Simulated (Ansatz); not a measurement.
Mulliken charges of ClH6NSi2 (`[SiH3]N[SiH2]Cl`) from ωB97M-V/def2-TZVPP in Ansatz (PBE0-D4/def2-TZVP geometry).

```csv
atom,x (Å),y (Å),z (Å),charge (e)
Si1,-0.375,1.454,0.455,0.238
N2,0.208,-0.171,0.617,-0.359
Si3,0.479,-1.308,-0.629,0.382
Cl4,-1.224,-2.340,-1.176,-0.234
H5,-0.293,1.792,-0.987,-0.021
H6,-1.780,1.598,0.919,-0.031
H7,0.465,2.389,1.248,-0.031
H8,0.224,-0.546,1.556,0.100
H9,0.937,-0.590,-1.837,-0.019
H10,1.442,-2.329,-0.163,-0.024
```

Problem. By hand: the dipole of these point charges (1 e Å = 4.8032 D).

Solution. Σ q r = (0.322, 0.307, 0.070) e Å, of length 0.450 e Å = 2.16 D.

Problem. How does the dipole of the full density compare? (Best estimate.)

Solution. The calculation gave: (0.200, 0.133, 0.287) e Å, 1.80 D; the point charges give 1.20 times that, at 42° from its direction.

Point charges leave out the atoms' own dipoles, such as those of lone pairs, and Mulliken's split depends on the basis, so the two needn't agree.
